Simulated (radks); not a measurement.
All-electron atom: Hg56+ in [Ar] 3d6.

Method: Dirac Kohn-Sham, relativistic LDA (MacDonald-Vosko exchange, VWN5 correlation), spin-unpolarised, spherical densities, finite nucleus; open shells fill j = l - 1/2 first; Fermi nuclear charge, rms radius 5.4648 fm; computed with a radial shooting solver on a logarithmic mesh with Libxc functionals.

Energy parts (eV):
| part | energy |
|---|---|
| total | -455932.70 |
| kinetic | 533179.26 |
| electron-nucleus | -1050334.33 |
| Hartree | 66323.18 |
| exchange-correlation | -5100.82 |

Orbitals (lengths in bohr, moments of r in powers of bohr; <r^-3> diverges for s and p1/2; r(max) is where P^2 peaks; r(90%) holds 90 % of the orbital's charge):
orbital  occ.  eigenvalue (eV)      <r>   r(max)  r(90%)  <r^-3>
1s1/2       2        -86060.50  0.01667  0.01028  0.0305       -
2s1/2       2        -18187.91  0.06924  0.05951   0.108       -
2p1/2       2        -17635.92  0.05688  0.04369  0.0948       -
2p3/2       4        -15697.67  0.06539  0.05110   0.106   21450
3s1/2       2        -6722.387   0.1739   0.1639   0.255       -
3p1/2       2        -6491.112   0.1636   0.1523   0.245       -
3p3/2       4        -6017.947   0.1774   0.1662   0.264    5566
3d3/2       4        -5662.697   0.1527   0.1278   0.235   989.4
3d5/2       2        -5556.747   0.1569   0.1316   0.240   819.0
4s1/2       0        -3429.400   0.3353   0.3362   0.474       -
4p1/2       0        -3329.103   0.3284   0.3288   0.469       -
4p3/2       0        -3155.122   0.3472   0.3495   0.495    2106

The highest occupied level is 3d5/2 at -5556.7 eV. The electron density at the nucleus is 2.276e+06 e/bohr^3. The density falls to 0.001 e/bohr^3 at r = 0.57 bohr. For comparison, the ionisation energy in NIST's Atomic Spectra Database is 5636 eV (theoretical). In exact Kohn-Sham theory the highest level is minus the ionisation energy, but local and semilocal functionals leave it too shallow, through self-interaction and a potential that decays too fast; potentials with the right tail come closer.

Beside tabulated values, note that spin-unpolarised runs miss the spin-polarisation part of the exchange energy of open shells.
